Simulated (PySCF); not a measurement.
diboron tetrachloride cation (B2Cl4), SMILES B(Cl)(B(Cl)Cl)Cl (connectivity only; charge and spin as stated), charge +1, multiplicity 2. Atoms are numbered in the order given.

```xyz
6

Cl     1.1065    -1.1065    -1.5626
B      0.0000     0.0000    -0.9326
Cl    -1.1065     1.1065    -1.5626
B      0.0000     0.0000     0.9326
Cl     1.1065     1.1065     1.5626
Cl    -1.1065    -1.1065     1.5626
```
Charge +1, spin multiplicity 2.

Geometry: PBE0-D3(BJ)/def2-SVP. The spin state was assumed, not searched. One conformer was computed; it need not be the lowest.

Calculation: PBE/pcH-1 in PySCF.

Unrestricted Kohn–Sham, ⟨S²⟩ = 0.751. Hyperfine tensors hold the contact and dipolar terms, without spin-orbit corrections.

Problem. Estimate the hyperfine couplings. (An estimate is asked for; the answer gives what the named calculation found.)

Solution. 
| nucleus | A(iso) (MHz) | A(iso) (G) | dipolar principal values (MHz) |
|---|---|---|---|
| 35Cl no. 1 | 7.8 | 2.8 | -30.7, -30.4, 61.1 |
| 11B no. 2 | 114.7 | 40.9 | -16.9, -15.8, 32.7 |
| 35Cl no. 3 | 7.8 | 2.8 | -30.7, -30.4, 61.1 |
| 11B no. 4 | 114.7 | 40.9 | -16.9, -15.8, 32.7 |
| 35Cl no. 5 | 7.8 | 2.8 | -30.7, -30.4, 61.1 |
| 35Cl no. 6 | 7.8 | 2.8 | -30.7, -30.4, 61.1 |
